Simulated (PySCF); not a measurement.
Al(H)(OH)(NH2) (AlH4NO), SMILES [NH2][AlH][OH].

The structure is a stationary point at TPSSh-D3(BJ)/def2-TZVP. Other conformers were not sampled.

The numbers are results of TDA-CAM-B3LYP/def2-SVPD run with PySCF, not measurements.

Vertical excitations.  State labels are in the subgroup Cs.

Computed UV-visible absorptions:
| state | symmetry | energy (eV) | λ (nm) | f | main pairs |
|---|---|---|---|---|---|
| S1 | A" | 6.28 | 197 | 0.056 | HOMO→LUMO 83 % |
| S2 | A' | 6.99 | 177 | 0.100 | HOMO→LUMO+1 96 % |
| S3 | A" | 7.15 | 173 | 0.012 | HOMO→LUMO+2 74 % |
| S4 | A" | 7.51 | 165 | 0.032 | HOMO−1→LUMO+1 87 % |
| S5 | A' | 7.73 | 160 | 0.077 | HOMO−1→LUMO 65 %, HOMO−1→LUMO+2 17 % |
| S6 | A" | 7.90 | 157 | 0.142 | HOMO−2→LUMO 63 %, HOMO−2→LUMO+2 18 % |
| S7 | A" | 8.13 | 153 | 0.010 | HOMO→LUMO+3 67 % |
| S8 | A" | 8.37 | 148 | 0.002 | HOMO→LUMO+5 49 %, HOMO→LUMO+6 37 %, HOMO→LUMO+9 9 % |
| S9 | A' | 8.52 | 145 | 0.102 | HOMO−1→LUMO+2 42 %, HOMO−2→LUMO+1 28 %, HOMO−1→LUMO 23 % |
| S10 | A' | 8.65 | 143 | 0.108 | HOMO−2→LUMO+1 59 %, HOMO−1→LUMO+2 25 % |
| T1 | A" | 5.87 | 211 | 0 | HOMO→LUMO 72 %, HOMO→LUMO+2 14 % |
| T2 | A' | 5.92 | 210 | 0 | HOMO→LUMO+1 93 % |
| T3 | A" | 6.81 | 182 | 0 | HOMO−1→LUMO+1 93 % |
| T4 | A" | 6.97 | 178 | 0 | HOMO→LUMO+2 56 %, HOMO−2→LUMO 17 %, HOMO→LUMO 9 % |
Triplets are in the Tamm–Dancoff approximation.
